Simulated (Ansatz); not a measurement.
`[NH2][GeH2][F]` + HCl → `[NH2][GeH2][Cl]` + H–F at 500 K and 1 bar (ligand exchange at a Ge–F bond).

Program: Ansatz. Geometries: PBE0-D4/def2-TZVP. ΔE: electronic, gas phase. CCSD(T)/CBS adds triple-zeta CCSD(T) − MP2 to the extrapolated MP2 energy (def2 sets, frozen cores). This one scheme is used for every species. For Ge outer-core shells are correlated without core-valence functions, which leaves a few kJ/mol of doubt a bond. Scalar relativity is left out up to krypton. One conformer a species, not always the lowest.

| species | CCSD(T)/CBS energy (Eh) | H − E (kJ/mol) | S (J/(mol·K)) |
| --- | --- | --- | --- |
| `[NH2][GeH2][F]` | -2233.06137 | 149.2 | 340.4 |
| HCl | -460.38127 | 32.5 | 201.9 |
| `[NH2][GeH2][Cl]` | -2593.05183 | 148.2 | 353.4 |
| H–F | -100.39570 | 39.4 | 188.7 |

H − E and S are ideal-gas, rigid-rotor, harmonic terms from PBE0-D4/def2-TZVP, for one conformer and one mirror image of each species. 1 Eh = 2625.50 kJ/mol, R = 8.31446 J/(mol·K).

Task: By hand: ΔE, ΔH, ΔS and ΔG.

Result: ΔE = (-2593.05183) + (-100.39570) − (-2233.06137) − (-460.38127) = -0.00489 Eh = -12.8 kJ/mol. Δ(H − E) = 148.2 + 39.4 − 149.2 − 32.5 = 5.9, so ΔH = -6.9 kJ/mol. ΔS = 353.4 + 188.7 − 340.4 − 201.9 = -0.2 J/(mol·K). ΔG = -6.9 − 500 × (-0.2)/1000 = -6.8 kJ/mol.

Task: By hand: the equilibrium constant, and the temperature at which ΔG would vanish if ΔH and ΔS stayed fixed.

Result: log₁₀ K = −ΔG/(RT ln 10) = 0.7. ΔG = 0 at ΔH/ΔS = 34500 K, far beyond where these terms or the molecules hold.

The number of gas molecules stays the same, so ΔS is small and ΔH decides. A doubt of 5 kJ/mol in ΔE shifts log₁₀ K by 0.5 here. Other conformers and mirror images would add mixing entropy, several J/(mol·K) or more a flexible species. These are equilibria of isolated gas molecules and say nothing of rates. Largest T1 diagnostic: 0.011 (customary marks: 0.02 for closed shells, 0.045 for open ones).
